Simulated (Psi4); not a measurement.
Pair of molecules, SMILES N with SMILES O=S=O, pulled apart as rigid monomers along the line of their centres of mass from the B3LYP-D3(BJ)/def2-TZVP minimum (SMILES order as in the coordinates).
Starting geometry (charge 0, multiplicity 1):
```tsv
atom	x (Å)	y (Å)	z (Å)
N	0.0165	0.0007	0.6224
H	-0.3050	-0.9267	0.3698
H	-0.7781	0.6302	0.6315
H	0.6780	0.3205	-0.0751
O	-0.2225	0.9455	3.5541
S	0.6394	-0.1447	3.1620
O	0.1281	-1.4852	3.3262
```

Computed with SAPT0/jun-cc-pV(D+d)Z in Psi4.

```
N1···S6 (Å)  electrostatics (kcal/mol)  exchange (kcal/mol)  induction (kcal/mol)  dispersion (kcal/mol)  total
-----------  -------------------------  -------------------  --------------------  ---------------------  -----
2.36                            -38.43                56.31                -19.85                  -6.47  -8.44
2.62                               ___                25.70                 -8.92                  -3.78  -8.30
3.01                            -10.09                 7.76                 -2.85                  -1.77  -6.94
3.66                             -4.00                 1.00                 -0.51                  -0.55  -4.07
4.70                             -1.49                  ___                 -0.07                  -0.12  -1.64
```

### Question
Fill in the missing entries.

### Answer

- 4.70, exchange (kcal/mol): 0.03
- 2.62, electrostatics (kcal/mol): -21.31
